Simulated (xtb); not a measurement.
pivalic acid (C₅H₁₀O₂), singlet, geometry from GFN2-xTB. Base run: xtb with GFN2-xTB.

Geometry (Å):
```xyz
17

C     -0.8767     0.2435     1.5182
C     -0.5537     0.1450     0.0230
C     -1.5175    -0.8174    -0.6685
C     -0.6280     1.5330    -0.6231
C      0.8673    -0.3762    -0.1258
O      1.7701     0.4239     0.4609
O      1.1900    -1.3838    -0.6952
H     -0.1825     0.9172     2.0136
H     -1.8876     0.6218     1.6510
H     -0.8094    -0.7354     1.9882
H     -2.5387    -0.4581    -0.5708
H     -1.4475    -1.8072    -0.2251
H     -1.2733    -0.9044    -1.7241
H      0.0678     2.2147    -0.1408
H     -0.3831     1.4746    -1.6815
H     -1.6350     1.9309    -0.5229
H      2.6606     0.0580     0.3440
```
Charge 0, spin multiplicity 1.
All else is at xtb's defaults.
Base energy -23.95695 Eh.

Each row names what was changed in the base input (with any setting that the change needs).

| change | ΔE vs base (kcal/mol) | HOMO-LUMO gap (eV) | dipole (D) | G_solv (kcal/mol) | SCF cycles |
|---|---|---|---|---|---|
| base | 0.000 | 4.85 | 2.00 | - | 10 |
| acc = 30 | 0.000 | 4.85 | 2.00 | - | 7 |
| alpb = acetonitrile | … | 4.83 | … | … | 10 |
| acc = 1000 | 0.000 | 4.85 | 2.00 | - | 6 |
| alpb = hexane | -5.47 | 4.82 | 2.24 | -5.71 | 10 |
| gbsa = acetonitrile | -7.95 | 4.83 | 2.36 | -8.66 | 10 |

Q: What belongs in the gaps?

A: 
- alpb = acetonitrile, ΔE vs base (kcal/mol): -8.61
- alpb = acetonitrile, dipole (D): 2.30
- alpb = acetonitrile, G_solv (kcal/mol): -9.19

ALPB and GBSA are two models with their own fitted parameters for each solvent, which aren't always the measured dielectric constant.
